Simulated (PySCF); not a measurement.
The numbers are results of PBE-D3(BJ)/def2-TZVP // B3LYP-D3(BJ)/def2-TZVP run with PySCF, not measurements. Gas-phase values, no solvent. One relaxed conformer stands for a flexible species; it need not be the lowest. Excitations are Tamm–Dancoff values on a coarser integration grid. The basis has no diffuse functions, so Rydberg states are missing or too high.

Reference species (SMILES): `[OH][Al]([OH])[OH]` (neutral, multiplicity 1).

```yaml
T1 excitation (TDA): 5.80 eV
S1–T1 gap (TDA): 0.24 eV
HOMO–LUMO gap: 5.97 eV
```

Changed species: `[OH][Al]([SH])[SH]` (2 of 3 OH replaced by SH; the reference has 0 of 3 OH replaced by SH).

Problem. Predict the effect on the T1 excitation (TDA), S1–T1 gap (TDA) and HOMO–LUMO gap.

Solution. the T1 excitation (TDA) falls by 1.00 eV, to 4.80 eV; the S1–T1 gap (TDA) falls by 0.05 eV, to 0.19 eV; the HOMO–LUMO gap falls by 1.02 eV, to 4.95 eV.
